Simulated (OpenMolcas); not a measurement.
## F3+: the spin-orbit constant, worked from levels

```yaml
Program: OpenMolcas 26.06
Basis: ANO-L-VDZP [3s2p1d]
Scalar_Hamiltonian: non-relativistic, point nucleus
Active_space: 4 electrons in 4 orbitals (2s 2p)
State_averaging: 2S+1 = 3 even, 3 roots; 2S+1 = 1 even, 6 roots; 2S+1 = 5 odd, 1 root; 2S+1 = 3 odd, 5 roots
Spin-orbit_coupling: RASSI with atomic mean-field integrals over the reference wave functions, term energies averaged over their components
```

Methods: CASSCF; SS-CASPT2, IPEA 0.25 Eh, imaginary shift 0.1 Eh (closed shells correlated: 1s). Measured levels: Moore, Atomic Energy Levels, vol. I, NSRDS-NBS 35 (1971 reprint of NBS Circular 467, 1949).

**The spin-orbit constant.** For the Hund term 3P of p2, E(J) = (A/2) J(J+1) + constant and ζ = 2S·A = 2A. From J = 0 to J = 2 the energy changes by 3 A.

```json
{"Source": "CASSCF", "E(2) - E(0)": "591.4", "A": "197.1", "ζ": "394"}
{"Source": "SS-CASPT2", "E(2) - E(0)": "590.8", "A": "196.9", "ζ": "394"}
{"Source": "measured", "E(2) - E(0)": "613.4", "A": "204.5", "ζ": "409"}
```

All in cm-1. SS-CASPT2 is off by -3.7 % and CASSCF by -3.6 %. Both methods take the spin-orbit matrix elements from the reference wave functions, so the second can move ζ only through the term energies and any multistate remixing. Second-order mixing with other terms is absorbed into this ζ.

The basis is small and was not contracted for so high a charge. Computed and measured levels are paired by configuration, term and J; levels that our copy of the source lacks, or whose pairing is in doubt (as where it misses far off the trend of its configuration), stay unpaired and out of the deviations. Levels of configurations outside the active space are missing.
